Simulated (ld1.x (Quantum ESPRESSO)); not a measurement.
# Before and after: RRKJ potential for cobalt (Co)

cobalt, norm-conserving RRKJ (Kleinman–Bylander form), made with ld1.x (Quantum ESPRESSO) 7.5 (PBEsol, scalar-relativistic). Core [Ne], reference 3s2 3p6 3d7 4s2 4p0. Waves: 3s (bound): rc 0.70 bohr; 3p (bound): rc 1.20 bohr; 3d (bound): rc 1.05 bohr. Local part: the d channel. Core correction: none. rho0 = 0.02.

Occupied shells without a wave of their own: 4s. They enter only through the test configuration that unscreens the potential.

All-electron outer shells of the reference configuration (PBEsol, scalar-relativistic, ld1.x):

| shell | level (eV) | outermost node (bohr) | outermost maximum (bohr) |
| --- | --- | --- | --- |
| 2s | -898.08 | 0.08 | 0.21 |
| 2p | -769.45 | – | 0.17 |
| 3s | -102.14 | 0.31 | 0.66 |
| 3p | -65.51 | 0.28 | 0.68 |
| 3d | -8.23 | – | 0.66 |
| 4s | -5.49 | 0.96 | 2.32 |
| 4p | -1.25 | 1.05 | 3.21 |

Change: functional LDA (PZ).

Cutoffs: the cutoffs (Ry, on a coarse ladder) from which the occupation-weighted sum of valence levels, in a spherical-Bessel basis at the reference potential, stays within 10 and 1 mRy of its value at 400 Ry; they do not see the model core or the augmentation charge, which bear on the density cutoff. Errors are all-electron minus pseudo energies relative to the spin-unpolarised reference configuration.

**Question.** Predict the effect on cutoff, ghosts and configuration errors.

**Answer.** The number of tests with a reliable result goes from 7 to 9; of the 7 tests that both files solve, the error grows in 1 and shrinks in 2 by more than 15 % and 0.3 meV (median size 10.4 → 9.3 meV); neither file shows a bound ghost.

| quantity | base | changed |
| --- | --- | --- |
| cutoff, loose | 300 Ry | 300 Ry |
| cutoff, tight | over 300 Ry | over 300 Ry |
| loose cutoff by channel (10 mRy a level) | s 230 Ry, p 60 Ry, d 160 Ry | s 200 Ry, p 60 Ry, d 160 Ry |
| bound ghosts | none | none |
| error for 3s2 3p6 3d7 4s1 4p0, meV [ΔE 9.05 → 9.30 eV] | +13 | +11 |
| error for 3s2 3p6 3d7 4s0 4p0, meV [ΔE 25.74 → 26.38 eV] | +29 | +26 |
| error for 3s2 3p6 3d6 4s0 4p0, meV [ΔE 61.58 → 62.57 eV] | +10 | +4.3 |
| error for 3s2 3p6 3d7.5 4s1.5 4p0, meV [ΔE -0.96 → -0.98 eV] | +5.1 | +5.0 |
| error for 3s2 3p6 3d8 4s0 4p0, meV [ΔE 6.42 → 6.71 eV] | +26 | +25 |
| error for 3s2 3p6 3d7 4s1.5 4p0, meV [ΔE 3.61 → 3.72 eV] | +5.8 | +5.2 |
| error for 3s2 3p6 3d7 4s1 4p1, meV [ΔE 4.38 → 4.43 eV] | -7.3 | -9.3 |
| s: phases at 1.30 bohr within 0.05 rad from the reference energy up to (Ry; the scan ends near 5) | 3.7 | 3.7 |
| p: phases at 1.30 bohr within 0.05 rad from the reference energy up to (Ry; the scan ends near 5) | to the end of the scan | to the end of the scan |
| d: phases at 1.30 bohr within 0.05 rad from the reference energy up to (Ry; the scan ends near 5) | to the end of the scan | to the end of the scan |

Changed file: The 4s level has no wave, so the channel is fitted at the deeper level alone: the likely source of the large errors.
